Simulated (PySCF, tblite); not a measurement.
Species: C5H8N2S.
Z-matrix (Å and degrees, GFN2-xTB geometry), rows numbered from 1:
```
C 
C   1  1.5307
C   2  1.5305  1  110.79
C   2  1.4886  1  109.40  3   120.74
N   4  1.2836  2  124.79  1   -61.18
N   5  1.3234  4  114.55  2   179.95
C   6  1.2803  5  113.54  4    -0.03
S   7  1.7361  6  114.08  5     0.03
H   1  1.0877  2  110.68  3   178.78
H   1  1.0869  2  109.88  3    58.75
H   1  1.0865  2  109.86  3   -61.26
H   2  1.0948  1  109.29  3  -120.58
H   3  1.0878  2  110.75  1  -178.86
H   3  1.0870  2  109.86  1   -58.85
H   3  1.0865  2  109.69  1    61.21
H   7  1.0707  6  123.97  5  -179.83
```

Jobs on this species (16 atoms, 68 electrons) with PySCF (density fitting) and tblite. Hardware of each: one thread of an Arm Neoverse V1 (shared host). Other jobs ran on the host; a repeat could differ by tens of per cent or more.

```json
{"level and settings": "PBE0/def2-SVPD", "work": "8 singlets by full TDDFT, 3 Tamm–Dancoff triplets, polarisability", "basis functions": "231", "SCF cycles": "?", "wall time": "?"}
{"level and settings": "GFN2-xTB", "work": "Hessian by finite differences", "basis functions": "–", "SCF cycles": "–", "wall time": "0.53 s"}
{"level and settings": "PBE0/pcSseg-1", "work": "shieldings, ring-centre shieldings, charges and field gradients", "basis functions": "183", "SCF cycles": "14", "wall time": "36 s"}
{"level and settings": "GFN2-xTB", "work": "L-BFGS relaxation", "basis functions": "–", "SCF cycles": "–", "wall time": "0.5 s"}
```

**Question.** Fill in the missing figures.

**Answer.** 
- PBE0/def2-SVPD; 8 singlets by full TDDFT, 3 Tamm–Dancoff triplets, polarisability: 42 s, 14 SCF cycles

**Question.** What do all jobs in the table cost together?

**Answer.** About 79 s; the longest takes about 53 % of that, and about 84 times as long as the shortest.
